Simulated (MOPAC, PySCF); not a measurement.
C$_{9}$H$_{7}$BFN, SMILES `Bc1ccc(F)c2ncccc12`, neutral singlet in the gas phase. 

Z-matrix (Å, degrees):
```
C
C 1 1.4202
C 2 1.3778 1 119.86
H 2 1.0900 3 120.85 1 -179.98
H 3 1.0921 2 121.05 4 0.00
C 3 1.4175 5 119.90 2 179.99
N 6 1.3141 3 123.40 5 -179.99
C 7 1.3556 6 117.95 3 0.01
H 6 1.0968 7 116.85 8 -179.99
C 8 1.4288 7 118.09 6 179.96
F 10 1.3251 8 118.29 7 0.06
C 10 1.3774 11 119.64 8 179.98
H 12 1.0912 10 119.15 11 -0.01
C 12 1.4076 13 121.79 10 -179.99
H 14 1.0924 12 118.44 13 -0.01
C 14 1.3994 15 118.58 12 -179.97
B 16 1.5346 14 118.15 15 0.17
H 17 1.2055 16 123.04 14 179.61
H 17 1.2069 18 118.24 4 -179.50
```
Charge 0, spin multiplicity 1.

All levels are single points at this geometry (B3LYP-D3(BJ)/def2-SVP); Pople sets use spherical d functions. Orbital energies aren't observables, and empty levels follow the basis.

B3LYP/3-21G in PySCF gives dipole (D) = 1.11.

Question: Estimate the dipole (D) from each of these levels: B3LYP-D3(BJ)/def2-TZVP in PySCF; B3LYP/6-31G* in PySCF; M06-2X/6-31G* in PySCF; PBE/6-31G* in PySCF; SVWN5/6-31G* in PySCF; HF/3-21G in PySCF; AM1 in MOPAC; PM7 in MOPAC.

Answer: 
```json
[
 {"level": "B3LYP-D3(BJ)/def2-TZVP in PySCF", "dipole (D)": "1.40"},
 {"level": "B3LYP/6-31G* in PySCF", "dipole (D)": "1.12"},
 {"level": "M06-2X/6-31G* in PySCF", "dipole (D)": "1.52"},
 {"level": "PBE/6-31G* in PySCF", "dipole (D)": "0.69"},
 {"level": "SVWN5/6-31G* in PySCF", "dipole (D)": "0.74"},
 {"level": "HF/3-21G in PySCF", "dipole (D)": "2.34"},
 {"level": "AM1 in MOPAC", "dipole (D)": "2.21"},
 {"level": "PM7 in MOPAC", "dipole (D)": "2.91"}
]
```
